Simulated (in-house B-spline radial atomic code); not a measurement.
Orbital energies and mean radii along the 6-electron series, configuration [He] 2s2 2p2. The effective charge is n√(-2ε), a non-relativistic measure. Computed with an all-electron radial atomic-structure program (B-spline basis): non-relativistic Hartree-Fock, average of the configuration, point nuclei.

This level leaves out relativity, spin-orbit splitting included, which matters for heavy ions.

```tsv
ion	Z	energy of 2p (Eh)	mean radius of 2p (bohr)	energy of 2s (Eh)	mean radius of 2s (bohr)	effective charge of 2p
Zn24+	30	-85.801	0.18349	-88.384	0.21523	26.199
Ga25+	31	-92.487	0.17699	-95.166	0.20777	27.201
Ge26+	32	-99.423	0.17093	-102.2	0.20081	28.203
As27+	33	?	?	?	?	?
Se28+	34	-114.05	0.15997	-117.01	0.1882	30.205
Br29+	35	?	?	?	?	?
Kr30+	36	?	?	?	?	?
Rb31+	37	-137.86	0.14595	-141.1	0.17201	33.209
Sr32+	38	-146.29	0.1418	-149.64	0.16721	34.21
Zr34+	40	-163.92	0.13418	-167.45	0.15838	36.212
Nb35+	41	-173.1	0.13067	-176.73	0.15431	37.213
Mo36+	42	-182.54	0.12734	-186.26	0.15044	38.214
Tc37+	43	-192.23	0.12418	-196.04	0.14676	39.215
```

(1) Fill in the row of As27+.

(2) Fill in the row of Br29+.

(3) Fill in the row of Kr30+.

(4) How does the screening of 2p change?

Answers

(1) energy of 2p (Eh): -106.61; mean radius of 2p (bohr): 0.16527; energy of 2s (Eh): -109.48; mean radius of 2s (bohr): 0.1943; effective charge of 2p: 29.204.

(2) energy of 2p (Eh): -121.73; mean radius of 2p (bohr): 0.15501; energy of 2s (Eh): -124.79; mean radius of 2s (bohr): 0.18248; effective charge of 2p: 31.207.

(3) energy of 2p (Eh): -129.67; mean radius of 2p (bohr): 0.15034; energy of 2s (Eh): -132.82; mean radius of 2s (bohr): 0.17709; effective charge of 2p: 32.208.

(4) Z less the effective charge goes from 3.80 at Z = 30 to 3.79 at Z = 43.
